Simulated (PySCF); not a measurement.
C7H8S, SMILES Cc1cccc(S)c1, GFN2-xTB optimised geometry.

```
16

C      2.64     0.30     0.00
C      1.14     0.30     0.00
C      0.44     1.50     0.00
C     -0.94     1.50    -0.01
C     -1.65     0.32    -0.01
C     -0.96    -0.88    -0.01
S     -1.80    -2.44    -0.01
C      0.43    -0.89    -0.01
H      3.02     0.88     0.83
H      3.02     0.74    -0.92
H      3.03    -0.72     0.08
H      0.99     2.43     0.00
H     -1.48     2.44     0.00
H     -2.73     0.33    -0.01
H     -3.03    -1.94    -0.02
H      0.95    -1.84    -0.01
```

Density from PySCF with CAM-B3LYP/def2-TZVP at that geometry.

Minimum of the electron density along straight lines between bonded atoms, close to the bond critical point (lines longer than 1.1 times the sum of covalent radii, or with two minima, are not listed):

| bond | length / Å | ρ at the minimum / e bohr⁻³ | ∇²ρ there / e bohr⁻⁵ | position (fraction from the first atom) |
|---|---|---|---|---|
| C1–C2 | 1.498 | 0.263 | -0.70 | 0.49 |
| C2–C3 | 1.392 | 0.321 | -0.96 | 0.50 |
| C3–C4 | 1.382 | 0.326 | -0.98 | 0.50 |
| C4–C5 | 1.384 | 0.324 | -0.97 | 0.50 |
| C5–C6 | 1.386 | 0.322 | -0.96 | 0.49 |
| C6–S7 | 1.770 | (withheld) | (withheld) | 0.48 |
| C2–C8 | 1.385 | 0.324 | -0.97 | 0.50 |
| C6–C8 | 1.389 | 0.321 | -0.96 | 0.51 |
| C1–H9 | 1.089 | 0.279 | -0.96 | 0.64 |
| C1–H10 | 1.090 | 0.278 | -0.96 | 0.64 |
| C1–H11 | 1.087 | 0.282 | -0.98 | 0.64 |
| C3–H12 | 1.080 | 0.288 | -1.03 | 0.64 |
| C4–H13 | 1.080 | 0.289 | -1.05 | 0.65 |
| C5–H14 | 1.081 | 0.287 | -1.03 | 0.64 |
| S7–H15 | 1.332 | (withheld) | -0.68 | 0.64 |
| C8–H16 | 1.080 | 0.288 | -1.03 | 0.65 |

Question: Fill in the missing entries.

Answer: 
- C6–S7, ρ at the minimum / e bohr⁻³: 0.200
- C6–S7, ∇²ρ there / e bohr⁻⁵: -0.40
- S7–H15, ρ at the minimum / e bohr⁻³: 0.223
